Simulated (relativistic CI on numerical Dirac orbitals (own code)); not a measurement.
**Energy levels of As²¹⁺**

Computed by Dirac-Coulomb-Breit CI, orbitals from a KLI potential per configuration, model QED (radiative potential, 1s self-energy scaled to tabulated hydrogen-like ionisation energies), unscaled Slater integrals (own radial code, finite nucleus).

Configuration list (outside the closed core [Ne]): 3s2, 3s 3p, 3p2, 3s 3d, 3d2, 3p 3d, 3p 4s, 3d 4s, 3s 4s, 3s 4p, 3s 4d, 3s 4f, 3s 5s, 3s 5p, 3s 5d, 4s2. Levels of other configurations are missing.

| No. | Configuration | Term | J | E (cm⁻¹) | % | Landé g |
| --- | --- | --- | --- | --- | --- | --- |
| 1 | 3s2 | 1S | 0 | 0 | 98 |  |
| 2 | 3s 3p | 3P° | 0 | 340768 | 100 |  |
| 3 | 3s 3p | 3P° | 1 | 357317 | 97 | 1.484 |
| 4 | 3s 3p | 3P° | 2 | 406941 | 100 | 1.499 |
| 5 | 3s 3p | 1P° | 1 | 543041 | 95 | 1.013 |
| 6 | 3p2 | 3P | 0 | 818051 | 90 |  |
| 7 | 3p2 | 1D | 2 | 853782 | 61 | 1.118 |
| 8 | 3p2 | 3P | 1 | 860211 | 100 | 1.499 |
| 9 | 3p2 | 3P | 2 | 919115 | 76 | 1.378 |
| 10 | 3s 3d | 3D | 1 | 1020414 | 100 | 0.497 |
| 11 | 3s 3d | 3D | 2 | 1024779 | 100 | 1.165 |
| 12 | 3p2 | 1S | 0 | 1026734 | 87 |  |
| 13 | 3s 3d | 3D | 3 | 1031760 | 100 | 1.332 |
| 14 | 3s 3d | 1D | 2 | 1150934 | 77 | 1.000 |
| 15 | 3p 3d | 3F° | 2 | 1385660 | 82 | 0.729 |
| 16 | 3p 3d | 3F° | 3 | 1418624 | 94 | 1.092 |
| 17 | 3p 3d | 1D° | 2 | 1437560 | 61 | 1.060 |
| 18 | 3p 3d | 3F° | 4 | 1461400 | 100 | 1.249 |
| 19 | 3p 3d | 3D° | 1 | 1471020 | 74 | 0.731 |
| 20 | 3p 3d | 3D° | 2 | 1488344 | 45 | 1.203 |
| 21 | 3p 3d | 3D° | 3 | 1516392 | 92 | 1.311 |
| 22 | 3p 3d | 3P° | 0 | 1520417 | 100 |  |
| 23 | 3p 3d | 3P° | 1 | 1520926 | 77 | 1.272 |
| 24 | 3p 3d | 3P° | 2 | 1523319 | 52 | 1.335 |
| 25 | 3p 3d | 1F° | 3 | 1616588 | 96 | 1.009 |
| 26 | 3p 3d | 1P° | 1 | 1638223 | 93 | 0.992 |
| 27 | 3d2 | 3F | 2 | 2060904 | 98 | 0.669 |
| 28 | 3d2 | 3F | 3 | 2068560 | 100 | 1.082 |
| 29 | 3d2 | 3F | 4 | 2077092 | 99 | 1.247 |
| 30 | 3d2 | 1D | 2 | 2114945 | 58 | 1.195 |

Energies count from the lowest computed level; ° marks odd parity.

The mean weight of the leading LS term, summed over parents, in these 30 levels is 87 %, and that of the leading jj configuration (from the same eigenvectors) 81 %.

At this charge energies of transitions that change n are usually good to better than 1 %, and those within a shell (Δn = 0) to a few per cent.

LS names give the leading component of a level, which can be under half, so a name can repeat, a term be missing and a line seem to break the LS rules.
